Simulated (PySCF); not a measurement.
Stepwise substitution at one centre (Ga F-Cl). Isolated molecules, 0 K electronic values unless said otherwise. Strings in code marks are SMILES.

Level of theory: PBE-D3(BJ)/def2-TZVP (PySCF). All candidates: neutral, multiplicity 1. Delta-SCF ions had no search for a lower state. Excitations are Tamm–Dancoff values on a coarser integration grid. The basis has no diffuse functions, so Rydberg states are missing or too high.

The vertical ionisation energy (Delta-SCF) is 10.88 eV and the S1 excitation (TDA) comes out as 5.12 eV. The dipole moment is 0.00 D.

Problem. Identify which member has these values.
A) `[F][Ga]([Cl])[Cl]`
B) `[Cl][Ga]([Cl])[Cl]`
C) `[F][Ga]([F])[Cl]`

Solution. B, `[Cl][Ga]([Cl])[Cl]`. The others give `[F][Ga]([F])[Cl]`: 12.24 eV, 5.46 eV, 1.01 D; `[F][Ga]([Cl])[Cl]`: 11.44 eV, 5.29 eV, 0.86 D
